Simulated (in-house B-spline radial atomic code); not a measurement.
Spin-orbit splittings of orbital energies (j = l + 1/2 less j = l - 1/2) and ratios of mean radii (lower j over upper j) along the 23-electron series, configuration [Ar] 3d5. Computed with a B-spline radial code for spherical atoms: Dirac-Hartree-Fock, average of the configuration, finite nuclei.

| ion | Z | splitting of 3d (eV) | radius ratio of 3d | splitting of 3p (eV) | radius ratio of 3p | splitting of 2p (eV) | radius ratio of 2p |
| --- | --- | --- | --- | --- | --- | --- | --- |
| Ge9+ | 32 | 0.81795 | 0.99596 | 5.2047 | 0.98739 | 32.222 | 0.98098 |
| As10+ | 33 | ? | ? | ? | ? | ? | ? |
| Se11+ | 34 | ? | ? | ? | ? | ? | ? |
| Br12+ | 35 | 1.445 | 0.99529 | 8.338 | 0.98541 | 48.034 | 0.97721 |
| Kr13+ | 36 | 1.7153 | 0.99503 | 9.6479 | 0.98469 | 54.442 | 0.97587 |
| Rb14+ | 37 | 2.0206 | 0.99477 | 11.108 | 0.98394 | 61.489 | 0.97449 |

Task: Fill in the row of As10+.

Result: splitting of 3d (eV): 0.99897; radius ratio of 3d: 0.99575; splitting of 3p (eV): 6.1266; radius ratio of 3p: 0.98676; splitting of 2p (eV): 36.963; radius ratio of 2p: 0.97976.

Task: Fill in the row of Se11+.

Result: splitting of 3d (eV): 1.2072; radius ratio of 3d: 0.99553; splitting of 3p (eV): 7.1677; radius ratio of 3p: 0.9861; splitting of 2p (eV): 42.221; radius ratio of 2p: 0.9785.

Task: With what power of Z does the column «splitting of 3d (eV)» change over this range?

Result: A fit of the logarithm of its size against log Z from Z = 32 to 37 has slope 6.23. An unscreened hydrogenic electron would give 4 at low Z; screening makes the apparent power larger near the neutral end, and relativity raises it again at high Z.
